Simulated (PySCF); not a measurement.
Isomers of C8H16, from PBE0-D3(BJ)/def2-SVP geometry optimisation, gas phase in PySCF 2.14.0. One conformer each, no zero-point energy, no frequencies.

Question: Which is lowest in electronic energy at this level?
A. `[CH2:1]=[CH:2][CH2:3][C:4]([CH3:5])([CH3:6])[CH2:7][CH3:8]` with C1–C2–C3–C4 113°, C2–C3–C4–C5 -65°, C3–C4–C7–C8 56° (4,4-dimethyl-1-hexene): A = 2522, B = 1461, C = 1189 MHz, dipole 0.36 D
B. `[CH2:1]=[C:2]([CH3:3])[CH2:4][C:5]([CH3:6])([CH3:7])[CH3:8]` with C1–C2–C4–C5 -87° (diisobutylene): A = 2996, B = 1363, C = 1211 MHz, dipole 0.48 D
C. `[CH3:1][CH:2]1[CH2:3][CH2:4][CH2:5][CH2:6][CH2:7][CH2:8]1` with C1–C2–C3–C4 -165°, C2–C3–C4–C5 87°, C3–C4–C5–C6 -69°, C4–C5–C6–C7 52° (methylcycloheptane): A = 2945, B = 1696, C = 1251 MHz, dipole 0.07 D

Answer: C. That is methylcycloheptane, `CC1CCCCCC1`, 18.3 kcal/mol below the next.

```
         SMILES                                                mapped SMILES      E (Eh)  relative (kcal/mol)  relative (kJ/mol)  dipole (D)
     CC1CCCCCC1    [CH3:1][CH:2]1[CH2:3][CH2:4][CH2:5][CH2:6][CH2:7][CH2:8]1  -313.90900                  0.0                0.0        0.07
C=C(C)CC(C)(C)C  [CH2:1]=[C:2]([CH3:3])[CH2:4][C:5]([CH3:6])([CH3:7])[CH3:8]  -313.87978                 18.3               76.7        0.48
  C=CCC(C)(C)CC   [CH2:1]=[CH:2][CH2:3][C:4]([CH3:5])([CH3:6])[CH2:7][CH3:8]  -313.87493                 21.4               89.4        0.36
```

As drawn, the highest has a C=C bond outside aromatic rings and a quaternary carbon, which the lowest lacks.
